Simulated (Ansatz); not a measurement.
```yaml
crystal:
  periodic: [false, false, false]
  atoms:
    - {symbol: Al, position_ang: [-1.807493, 1.188244, -0.071090]}
    - {symbol: Si, position_ang: [0.320814, 0.875766, 1.056790]}
    - {symbol: C, position_ang: [1.660982, -0.276037, 0.052927]}
    - {symbol: Si, position_ang: [-0.010111, -0.732521, -0.584103]}
    - {symbol: H, position_ang: [-3.071731, 1.040049, 0.827237]}
    - {symbol: H, position_ang: [-1.603203, 2.096137, -1.617659]}
    - {symbol: H, position_ang: [0.171622, -0.049765, 2.108026]}
    - {symbol: H, position_ang: [2.122323, -0.925259, 0.560221]}
    - {symbol: H, position_ang: [2.261243, 0.131495, -0.799322]}
    - {symbol: H, position_ang: [-0.298599, -0.709426, -2.052304]}
    - {symbol: H, position_ang: [-0.201210, -2.309667, -0.098629]}
basis:
  gaussian: {orbitals: aug-cc-pVTZ}
hamiltonian: {xc: {name: B3LYP}, dispersion: d3bjatm}
relax: {f_tol: 0.001, max_steps: 3}
```

```sh
$ ansatz run in.yaml --threads 2 --pin off --events-out ev --progress --plain --max-ram 4352MiB
```

It prints (some lines left out):

```
Functional definition: B3LYP
1692 factors; their error is unknown
mean field evaluation 1: about -23492.4666 eV, gradient 6.7e1 eV
mean field evaluation 2: about -23454.1813 eV, gradient 1.1e2 eV
mean field evaluation 4: about -23503.3362 eV, gradient 7.7e0 eV
mean field evaluation 8: about -23503.5750 eV, gradient 1.9e-1 eV
mean field evaluation 16: about -23503.6501 eV, gradient 3.0e-4 eV
mean field -23503.65005035 eV, -863.7432080041 hartree, gradient 3.1e-5 eV, S^2 0.000000; 0 other end points of the search recorded, 0 dependent functions left out
reference -23503.65042595 eV, -863.7432218072 hartree; 27, 27 occupied and 330, 330 virtual orbitals, 1692 factors
relax step   1: F+E_penalty+E_count = -23504.18786410 eV  Δ(F+E_penalty+E_count) = +0.000e0 eV  max|allowed force component| = 6.492e0 eV/Å  Δτ_max = 0.0000 Å  (34 SCF iters, accepted)
1692 factors; their error is unknown
mean field -23505.05237086 eV, -863.7947423323 hartree, gradient 3.3e-5 eV, S^2 0.000000; 0 other end points of the search recorded, 0 dependent functions left out
reference -23505.05274094 eV, -863.7947559327 hartree; 27, 27 occupied and 330, 330 virtual orbitals, 1692 factors
relax step   2: F+E_penalty+E_count = -23505.59080549 eV  Δ(F+E_penalty+E_count) = -1.403e0 eV  max|allowed force component| = 1.318e0 eV/Å  Δτ_max = 0.1904 Å  (40 SCF iters, accepted)
1692 factors; their error is unknown
mean field evaluation 32: about -23505.1175 eV, gradient 4.2e-3 eV
mean field -23505.11747513 eV, -863.7971348703 hartree, gradient 3.2e-5 eV, S^2 0.000000; 0 other end points of the search recorded, 0 dependent functions left out
reference -23505.11784899 eV, -863.7971486094 hartree; 27, 27 occupied and 330, 330 virtual orbitals, 1692 factors
relax step   3: F+E_penalty+E_count = -23505.64974120 eV  Δ(F+E_penalty+E_count) = -5.894e-2 eV  max|allowed force component| = 4.930e-1 eV/Å  Δτ_max = 0.1999 Å  (35 SCF iters, accepted)
Error: geometry relaxation did not converge after 3 steps: max|allowed force component| = 4.93e-1 eV/Å (threshold 1.0e-3). Raise `relax.max_steps` over both its present limit and 3, loosen `relax.f_tol`, or start from a geometry closer to equilibrium. Where this run's directory can be resumed (`checkpoint.write`), a resume goes on for up to `relax.max_steps` more
```

In this input the relaxation is allowed too few steps for its threshold. The run did not converge.
